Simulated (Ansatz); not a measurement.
```yaml
crystal:
  periodic: [false, false, false]
  atoms:
    - {symbol: N, position_ang: [-1.319034, 1.310682, -1.087728]}
    - {symbol: N, position_ang: [1.326102, -1.313586, -1.087321]}
    - {symbol: N, position_ang: [-1.316542, -1.324409, 1.089631]}
    - {symbol: N, position_ang: [1.307696, 1.320203, 1.085495]}
    - {symbol: In, position_ang: [-2.758028, -0.000009, 0.010375]}
    - {symbol: In, position_ang: [0.007429, -2.756092, -0.003055]}
    - {symbol: In, position_ang: [-0.004471, 2.760880, -0.008831]}
    - {symbol: In, position_ang: [2.759348, 0.012091, 0.001407]}
    - {symbol: H, position_ang: [-1.911991, 1.897105, -1.685828]}
    - {symbol: H, position_ang: [-0.777486, 0.765265, -1.764402]}
    - {symbol: H, position_ang: [1.924611, -1.908281, -1.671597]}
    - {symbol: H, position_ang: [0.790161, -0.779014, -1.776981]}
    - {symbol: H, position_ang: [-1.912385, -1.925642, 1.669967]}
    - {symbol: H, position_ang: [-0.782577, -0.792566, 1.782939]}
    - {symbol: H, position_ang: [0.761772, 0.774544, 1.758466]}
    - {symbol: H, position_ang: [1.892831, 1.910508, 1.687470]}
    - {symbol: H, position_ang: [-3.493242, -1.027785, -1.167596]}
    - {symbol: H, position_ang: [-3.467694, 1.033213, 1.199041]}
    - {symbol: H, position_ang: [-1.019421, -3.477709, -1.190161]}
    - {symbol: H, position_ang: [1.038451, -3.479025, 1.179596]}
    - {symbol: H, position_ang: [1.026460, 3.477102, -1.195599]}
    - {symbol: H, position_ang: [-1.035713, 3.490090, 1.169753]}
    - {symbol: H, position_ang: [3.477664, 1.045751, -1.181697]}
    - {symbol: H, position_ang: [3.486069, -1.013328, 1.186655]}
basis:
  gaussian: {orbitals: def2-mTZVP}
hamiltonian: {xc: {name: B97}}
scf: {omitted_lower_state_checks: [starts]}
output: {forces: true}
```

```sh
$ ansatz run in.yaml --threads 2 --pin off --events-out ev --progress --plain --max-ram 22528MiB --backend cuda --devices 0, --max-vram 18GiB
```

Shortened log:

```
Functional definition: B97
2944 factors; integrals over basis functions are off by at most 9.0e-4 eV
mean field evaluation 1: about -26891.4531 eV, gradient 1.2e2 eV
mean field evaluation 2: about -26818.7145 eV, gradient 2.0e2 eV
mean field evaluation 4: about -26919.9832 eV, gradient 8.6e0 eV
mean field evaluation 8: about -26920.3641 eV, gradient 2.7e-1 eV
mean field evaluation 16: about -26920.3644 eV, gradient 8.7e-5 eV
mean field -26920.36443322 eV, -989.3051456423 hartree, gradient 4.5e-5 eV, S^2 0.000000; 0 other end points of the search recorded, 0 dependent functions left out
reference -26920.36450361 eV, -989.3051482293 hartree; 64, 64 occupied and 204, 204 virtual orbitals, 2944 factors
Total energy: -26920.36450361 eV, -989.3051482293 hartree
Atom 0 at    -1.319034     1.310682    -1.087728 Å, force    -0.029480     0.024327    -0.326064 eV/Å
Atom 1 at     1.326102    -1.313586    -1.087321 Å, force     0.032984    -0.030054    -0.321770 eV/Å
Atom 2 at    -1.316542    -1.324409     1.089631 Å, force    -0.032379    -0.036893     0.319206 eV/Å
Atom 3 at     1.307696     1.320203     1.085495 Å, force     0.024144     0.028323     0.327268 eV/Å
Atom 4 at    -2.758028    -0.000009     0.010375 Å, force    -0.071409     0.003329     0.001137 eV/Å
Atom 5 at     0.007429    -2.756092    -0.003055 Å, force     0.002721    -0.070891     0.000294 eV/Å
Atom 6 at    -0.004471     2.760880    -0.008831 Å, force    -0.000268     0.072257    -0.000353 eV/Å
Atom 7 at     2.759348     0.012091     0.001407 Å, force     0.071675     0.002582     0.000546 eV/Å
Atom 8 at    -1.911991     1.897105    -1.685828 Å, force     0.094451    -0.093719     0.079139 eV/Å
Atom 9 at    -0.777486     0.765265    -1.764402 Å, force    -0.117550     0.118482     0.105333 eV/Å
Atom 10 at     1.924611    -1.908281    -1.671597 Å, force    -0.094621     0.093241     0.075169 eV/Å
Atom 11 at     0.790161    -0.779014    -1.776981 Å, force     0.115985    -0.114116     0.107109 eV/Å
Atom 12 at    -1.912385    -1.925642     1.669967 Å, force     0.093927     0.094738    -0.073950 eV/Å
Atom 13 at    -0.782577    -0.792566     1.782939 Å, force    -0.114394    -0.114329    -0.108630 eV/Å
Atom 14 at     0.761772     0.774544     1.758466 Å, force     0.118845     0.119633    -0.105509 eV/Å
Atom 15 at     1.892831     1.910508     1.687470 Å, force    -0.093735    -0.095108    -0.080490 eV/Å
Atom 16 at    -3.493242    -1.027785    -1.167596 Å, force    -0.071727    -0.050611    -0.061354 eV/Å
Atom 17 at    -3.467694     1.033213     1.199041 Å, force    -0.071596     0.050187     0.063740 eV/Å
Atom 18 at    -1.019421    -3.477709    -1.190161 Å, force    -0.051617    -0.070706    -0.062434 eV/Å
Atom 19 at     1.038451    -3.479025     1.179596 Å, force     0.049930    -0.072536     0.062939 eV/Å
Atom 20 at     1.026460     3.477102    -1.195599 Å, force     0.049799     0.071017    -0.062782 eV/Å
Atom 21 at    -1.035713     3.490090     1.169753 Å, force    -0.049184     0.072568     0.062009 eV/Å
Atom 22 at     3.477664     1.045751    -1.181697 Å, force     0.071930     0.048986    -0.062735 eV/Å
Atom 23 at     3.486069    -1.013328     1.186655 Å, force     0.071568    -0.050708     0.062182 eV/Å
Dipole moment:    -0.002152    -0.007688    -0.000209 e Å
Checks for a lower state left out: starts
```

Hardware: 2 threads of AMD EPYC 7R13 on a shared host and a share (18 GiB) of an NVIDIA H100 80GB HBM3. Wall time 5.5 s, peak host memory 1.1 GiB.

In the def2 sets In takes a core potential; there is no spin–orbit coupling.
